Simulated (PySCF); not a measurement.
## BeH: energy against distance

Set-up: basis Be def2-SVPD, H def2-SVPD; no relativity; PySCF 2.14. Energies in eV from Be + H in their ground configurations at the same level. All curves are PBE0. state 1: ²Σ⁺ (doublet), unpaired electrons σ ↑; state 2: quartet, unpaired electrons σ ↑↑, π ↑, a second solution, started from another occupation.

| R (Å) | state 1 | state 2 |
| --- | --- | --- |
| 1.164 | -2.115 | 4.1068 |
| 1.218 | -2.295 | 3.7691 |
| 1.272 | -2.400 | 3.4983 |
| 1.312 | -2.440 | 3.3307 |
| 1.353 | -2.452 | 3.1883 |
| 1.394 | -2.440 | 3.0672 |
| 1.448 | -2.396 | 2.9330 |
| 1.515 | -2.305 | 2.7997 |
| 1.597 | -2.156 | 2.6780 |
| 1.705 | -1.918 | 2.5602 |

Q: Put a parabola through the three lowest points of the state 1 curve and estimate Re, k and ωe (reduced mass 0.9065 u; 1 eV/Å² = 0.16022 mdyn/Å; ωe = 1302.8·√(k/μ) cm⁻¹).

A: Through R = 1.312, 1.353, 1.394 Å the second-order coefficient is 7.14 eV/Å², so Re ≈ 1.353 Å, k ≈ 2.29 mdyn/Å and ωe ≈ 2070 cm⁻¹. A polynomial fit of higher order to the unrounded PBE0 energies gives Re = 1.352 Å, k = 2.25 mdyn/Å, ωe = 2051 cm⁻¹; anharmonicity and rounding make the difference.

The higher-order fit for each curve: state 1: Re = 1.352 Å, ωe = 2051 cm⁻¹, De = 2.45 eV. State 2 gave no clean fit.

The state is the lowest determinant that a PBE0 search found; another state may lie lower at other levels.
